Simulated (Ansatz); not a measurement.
Gas-phase reaction in SMILES: [CH2][SiH](C)C -> [CH2-][SiH](C)C (an electron is taken up)
Structures are relaxed separately at B3LYP-D3(BJ)/def2-TZVP in Ansatz (a first-principles code), one conformer each, not searched for the lowest.

Property: adiabatic electron affinity (electronic energy difference), positive where the reaction releases energy, in eV. Correlated levels leave the core frozen unless marked. UHF or UKS for open shells. No spin-orbit coupling. No relativistic terms. Anions need diffuse functions: aug- sets have them; def2-D sets add few; the other sets have none. Basis-set limits of correlation are two-point, X^-3; Hartree-Fock from the larger set. The bracket is a focal-point correction in the basis named.

RI-MP2/CBS(aug-cc-pV(T+d)Z,aug-cc-pV(Q+d)Z)+[CCSD(T)-MP2]/aug-cc-pV(T+d)Z (Ansatz) gives 0.94 eV.

**Question.** Another calculation gave 0.84 eV. Which level was it?
A. PBE0/def2-TZVPD (Ansatz)
B. r2SCAN0/def2-TZVPD (Ansatz)
C. B97M-V/def2-TZVPD (Ansatz)
D. SVWN5/def2-TZVPD (Ansatz)

**Answer.** C, B97M-V/def2-TZVPD (Ansatz). The others give 0.70 (PBE0), 0.55 (r2SCAN0), 1.18 (SVWN5) eV.
